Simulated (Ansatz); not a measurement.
Input for Ansatz (a first-principles code): U-PBE/def2-TZVPP on MnS, 2S+1 = 8, a spin state set in the input, which need not be the lowest, a point of a bond scan (R = 2.367 Å).

Ansatz 0.2 input:
```yaml
crystal:
  periodic: [false, false, false]
  atoms:
    - {symbol: Mn, position_ang: [0.00000000, 0.00000000, 0.00000000]}
    - {symbol: S, position_ang: [0.00000000, 0.00000000, 2.36722000]}
basis:
  gaussian:
    orbitals: def2-TZVPP
    pivot_positions_ang: [[0.00000000, 0.00000000, 0.00000000], [0.00000000, 0.00000000, 2.36722000]]
hamiltonian:
  xc: {name: PBE}
magnetization: {spin_polarized: true, initial_magnetization: 7}
output: {forces: true, orbitals: {seedname: ./end}}
```

The head of its log:

```
WARN ansatz: RAYON_NUM_THREADS=1 ignored (pool sized by the plan → 1); use --threads N
Functional definition: PBE
integrals: 0.03 GiB planned
741 factors; their error is unknown
mean field: 0.32 GiB planned
mean field evaluation 1: about -42123.4000 eV, gradient 8.0e1 eV
mean field evaluation 2: about -41809.8959 eV, gradient 2.2e2 eV
```

Predict the final total energy.

-1548.7577 hartree.
